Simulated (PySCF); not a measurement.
C3H6BNO, SMILES C#CB(O)NC.

Geometry: PBE0-D3(BJ)/def2-SVP. The structure was generated by enumeration, and PubChem lists no compound with its InChIKey, so it may never have been made. The values are those of a single conformer.

These are TDA-PBE/def2-SVPD run with PySCF 2.14.0 values and carry that method's errors.

Vertical excitations. Gas-phase values at a fixed geometry. State labels are in the subgroup Cs.

Question: List the lowest excited states. (Estimate from the structure and the level; the computed values follow.)

Answer: 
```json
[
 {"state": "S1", "symmetry": "A'", "energy (eV)": "5.44", "λ (nm)": "228", "f": "0.157", "main pairs": "HOMO→LUMO 93 %"},
 {"state": "S2", "symmetry": "A\"", "energy (eV)": "5.44", "λ (nm)": "228", "f": "0.000", "main pairs": "HOMO→LUMO+1 99 %"},
 {"state": "S3", "symmetry": "A\"", "energy (eV)": "5.73", "λ (nm)": "216", "f": "0.000", "main pairs": "HOMO→LUMO+2 92 %"},
 {"state": "S4", "symmetry": "A\"", "energy (eV)": "5.75", "λ (nm)": "216", "f": "0.000", "main pairs": "HOMO−1→LUMO 92 %"},
 {"state": "S5", "symmetry": "A'", "energy (eV)": "6.26", "λ (nm)": "198", "f": "0.012", "main pairs": "HOMO−2→LUMO 60 %, HOMO−1→LUMO+1 39 %"},
 {"state": "S6", "symmetry": "A\"", "energy (eV)": "6.49", "λ (nm)": "191", "f": "0.001", "main pairs": "HOMO→LUMO+3 98 %"},
 {"state": "S7", "symmetry": "A\"", "energy (eV)": "6.61", "λ (nm)": "188", "f": "0.002", "main pairs": "HOMO−2→LUMO+1 97 %"},
 {"state": "S8", "symmetry": "A'", "energy (eV)": "6.68", "λ (nm)": "186", "f": "0.044", "main pairs": "HOMO−1→LUMO+2 84 %, HOMO−1→LUMO+1 13 %"},
 {"state": "S9", "symmetry": "A\"", "energy (eV)": "6.69", "λ (nm)": "185", "f": "0.009", "main pairs": "HOMO→LUMO+4 99 %"},
 {"state": "S10", "symmetry": "A\"", "energy (eV)": "6.84", "λ (nm)": "181", "f": "0.004", "main pairs": "HOMO−2→LUMO+2 98 %"},
 {"state": "T1", "symmetry": "A'", "energy (eV)": "4.34", "λ (nm)": "285", "f": "0", "main pairs": "HOMO→LUMO 95 %"},
 {"state": "T2", "symmetry": "A'", "energy (eV)": "4.99", "λ (nm)": "248", "f": "0", "main pairs": "HOMO−2→LUMO 81 %"},
 {"state": "T3", "symmetry": "A\"", "energy (eV)": "5.21", "λ (nm)": "238", "f": "0", "main pairs": "HOMO−1→LUMO 67 %, HOMO→LUMO+1 22 %"},
 {"state": "T4", "symmetry": "A\"", "energy (eV)": "5.42", "λ (nm)": "229", "f": "0", "main pairs": "HOMO→LUMO+1 78 %, HOMO−1→LUMO 20 %"}
]
```
Triplets are in the Tamm–Dancoff approximation.
